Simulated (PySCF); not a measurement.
Breaking a bond: HBr, singlet.

- UHF/3-21G = unrestricted Hartree-Fock/3-21G (PySCF 2.14.0)
- RCCSD(T) = PySCF with CCSD(T) on RHF/def2-TZVP, 9 core orbitals frozen
- UHF/def2-TZVP (PySCF)
- RCCSD = CCSD on RHF/def2-TZVP, 9 core orbitals frozen (PySCF 2.14.0)
- UCCSD = CCSD on UHF/def2-TZVP, 9 core orbitals frozen (PySCF 2.14.0)

Energies are in kcal/mol, each relative to the lowest point of its own curve near equilibrium.

| R / Å | UHF/3-21G | RCCSD(T) | UHF | RCCSD | UCCSD |
|---|---|---|---|---|---|
| 1.14 | 38.8 | 39.7 | 38.2 | 39.4 | 39.4 |
| 1.20 | 21.6 | 21.8 | 20.5 | 21.6 | 21.6 |
| 1.29 | 6.7 | 6.4 | 5.6 | 6.3 | 6.3 |
| 1.32 | 3.9 | 3.6 | 2.9 | 3.5 | 3.5 |
| 1.37 | 1.1 | 0.8 | (withheld) | 0.8 | 0.8 |
| 1.42 | 0.0 | 0.0 | 0.0 | 0.0 | 0.0 |
| 1.45 | 0.0 | 0.2 | 0.5 | 0.3 | 0.3 |
| 1.51 | 1.3 | 2.1 | 2.9 | 2.2 | 2.2 |
| 1.57 | 3.9 | 5.2 | 6.7 | 5.4 | 5.4 |
| 1.66 | 9.4 | 11.6 | 14.2 | 12.0 | 12.0 |
| 1.77 | 18.1 | 20.9 | (withheld) | 21.5 | 21.5 |
| 1.94 | 31.5 | 36.0 | 41.9 | 37.1 | 37.7 |
| 2.15 | (withheld) | 53.0 | 53.3 | 55.0 | 56.6 |
| 2.34 | 45.9 | 65.3 | 58.6 | 68.5 | 70.1 |
| 2.53 | 48.7 | 74.2 | 61.4 | 78.9 | 79.0 |
| 2.85 | 51.1 | 82.3 | 63.4 | 90.5 | 85.5 |
| 3.12 | (withheld) | 84.5 | 64.1 | 96.0 | 87.2 |
| 3.45 | 52.4 | 84.0 | 64.4 | 99.6 | 87.9 |
| 3.87 | (withheld) | 82.0 | 64.5 | (withheld) | 88.2 |
| 4.25 | 52.7 | 80.3 | 64.6 | 102.7 | 88.2 |
| 4.98 | 52.7 | 78.1 | 64.6 | 103.4 | 88.3 |
| 5.67 | 52.7 | 77.0 | 64.6 | 103.6 | 88.3 |

Problem. Complete the blanks.

Solution. 
- 1.37, UHF: 0.5
- 1.77, UHF: 25.2
- 2.15, UHF/3-21G: 41.1
- 3.12, UHF/3-21G: 51.9
- 3.87, UHF/3-21G: 52.6
- 3.87, RCCSD: 101.8

The unrestricted determinant behind UHF/3-21G, UHF, UCCSD is spin-contaminated at 1.94 to 5.67 Å (<S²> up to 1.0, against 0.00 for a pure singlet).
